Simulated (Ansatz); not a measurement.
**Which is lower?**

Two relaxed structures of CHNZn, closed shell (PBE0-D4/def2-TZVP; forces vanish, vibrations not checked).

A:

```csv
atom,x (Å),y (Å),z (Å)
N1,0.8675,0.1919,2.0111
C2,0.4099,0.0923,0.9566
Zn3,-0.3399,-0.0743,-0.7867
H4,-0.9375,-0.2098,-2.1810
```

B:

N1  (0.984, 0.187, 2.237)
C2  (0.213, 0.746, 1.568)
Zn3  (-0.439, -0.500, -1.635)
H4  (1.645, -0.298, 2.804)
(Å)

Ansatz 0.2.0; basis: def2-TZVPP; cores frozen in the correlated methods. The 3s and 3p shells of Cu and Zn are frozen; filled d shells are correlated. B3LYP uses VWN-RPA correlation.

**Question.** Which structure is lower at CCSD(T), and by how much? (An estimate is asked for; the value comes from the calculation.)

**Answer.** Computed: A, by 0.986 eV (electronic energy, against the other). By their contacts, A is CHNZn ([N][C][ZnH]) and B is a complex of HCN ([C][NH]) + Zn.

All methods give the same order:

```csv
method,E(B) − E(A) (eV)
PBE-D4,0.894
r2SCAN-D4,1.143
PBE0-D4,0.936
B3LYP-D4,0.731
wB97M-V,0.929
HF,0.668
MP2,1.269
CCSD,0.941
CCSD(T),0.986
```

No T1 diagnostic of these runs exceeds 0.017.

Labels in which every atom is bracketed show which atoms are joined, not bond orders.

For scale, one of the runs: CCSD(T)/def2-TZVPP, 140 basis functions, launched by `ansatz run in.yaml --threads 2 --pin off --events-out ev --progress --plain --max-ram 4352MiB`. Time: 15 s of wall clock on 2 CPU threads of an Arm Neoverse V1; the host was shared. Peak host memory: 0.79 GiB.
